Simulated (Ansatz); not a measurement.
`B[SiH](F)OC` + H₂O → `B[SiH](O)OC` + H–F  (formal hydrolysis of the Si–F bond)

Program: Ansatz. Geometries: PBE0-D4/def2-TZVP. ΔE: electronic, gas phase. CBS: MP2 limit from def2 TZ/QZ plus the TZ coupled-cluster correction, frozen cores. This one scheme is used for every species. DFT in def2-TZVPP. B3LYP here is the variant with VWN-RPA as its local correlation; programs differ in this. Each species was taken in one conformer, which may not be the lowest.

| level | ΔE (kJ/mol) | difference from CCSD(T)/CBS |
| --- | --- | --- |
| PBE-D4 | 40.6 | -3.2 |
| r2SCAN-D4 | 44.1 | 0.3 |
| PBE0-D4 | 41.2 | -2.6 |
| B3LYP-D4 | 44.6 | 0.8 |
| ωB97X-V | 45.0 | 1.2 |
| ωB97M-V | 44.2 | 0.4 |
| B2PLYP | 45.6 | 1.8 |
| PBE | 42.7 | -1.1 |
| r2SCAN | 44.8 | 1.0 |
| PBE0 | 43.1 | -0.7 |
| B3LYP | 48.0 | 4.2 |
| HF/def2-TZVPP | 52.0 | 8.2 |
| MP2/def2-TZVPP | 40.3 | -3.5 |
| SCS-MP2/def2-TZVPP | 43.2 | -0.6 |
| CCSD/def2-TZVPP | 43.6 | -0.2 |
| CCSD(T)/def2-TZVPP | 41.9 | -1.9 |
| HF/def2-QZVPP | 53.6 | 9.8 |
| MP2/def2-QZVPP | 41.9 | -1.9 |
| SCS-MP2/def2-QZVPP | 44.8 | 1.0 |
| HF/CBS(def2) | 53.9 | 10.1 |
| MP2/CBS(def2) | 42.2 | -1.6 |
| CCSD/CBS(def2) | 45.5 | 1.7 |
| CCSD(T)/CBS | 43.8 | 0 |

Largest T1 diagnostic among the species: 0.012.

The D4 term adds −3.3 kJ/mol with B3LYP and −1.9 kJ/mol with PBE0; it sums over pairs of atoms, weighted by their polarisabilities, and B3LYP, whose exchange is more repulsive, gets the larger term. In def2-TZVPP, CCSD(T) changes the Hartree–Fock value by −10.1 kJ/mol (the triples alone add −1.7 kJ/mol) and MP2 by −11.7 kJ/mol.
